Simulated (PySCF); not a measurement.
## Excitation energy of Hg by level of theory

Hg [Xe] 4f14 5d10 6s2 (1S) → Hg [Xe] 4f14 5d9 6s2 7s1 (3D), as a difference of total energies. Computed with PySCF 2.14 in aug-cc-pVDZ-PP with ECP60MDF, with a scalar-relativistic core potential. Correlated levels: valence: 5s2 5p6 frozen. The calculations carry no spin-orbit coupling.

| method | excitation energy (eV) |
| --- | --- |
| UHF | 11.540 |
| LDA | 12.993 |
| PBE | 12.673 |
| PBE0 | 12.634 |
| r2SCAN | 12.798 |
| CAM-B3LYP | 12.654 |
| r2SCAN0 | 12.736 |
| wB97M-V | 12.674 |
| TPSSh | 12.578 |
| MP2 (valence) | 13.114 |
| SCS-MP2 (valence) | 12.979 |

Problem. How much does correlation contribute at MP2 (valence)?

Solution. 13.114 − (11.540) = 1.574 eV, measured against UHF.

The upper state lies above the first ionisation limit, where it may autoionise and the basis confines it. A Rydberg-like electron needs more diffuse functions than a valence basis has.

The promoted electron is Rydberg-like, and one or two diffuse shells describe it only roughly, which tends to raise the upper state.
